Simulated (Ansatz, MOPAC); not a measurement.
Species: CClF, net charge 0, singlet state. SMILES: Cl[C]F

Atoms: F1, C2, Cl3. Bonds: F1-C2, C2-Cl3.

Bond lengths (Å) and angles (degrees) optimised at PM6 with MOPAC; PM7 with MOPAC; PBE/6-31G* with Ansatz (a program for electronic structure); MP2/6-31G* with Ansatz, each started from the B3LYP-D3(BJ)/def2-TZVP structure (Ansatz) of the last column. A row stands for all coordinates that are equal there. 6-31G* holds six Cartesian d functions. No wavenumbers were computed at PBE/6-31G*, MP2/6-31G*, so these may be saddle points.

```
coordinate    PM6    PM7  PBE/6-31G*  MP2/6-31G*  B3LYP-D3(BJ)/def2-TZVP
----------  -----  -----  ----------  ----------  ----------------------
F1-C2       1.287  1.283       1.313       1.310                   1.297
C2-Cl3      1.763  1.768       1.802       1.744                   1.756
F1-C2-Cl3   111.8  108.1       105.7       106.0                   106.7
```

Mean signed difference of all 2 bond lengths from B3LYP-D3(BJ)/def2-TZVP: PM6 -0.002 Å, PM7 -0.001 Å, PBE/6-31G* 0.031 Å, MP2/6-31G* 0.001 Å.
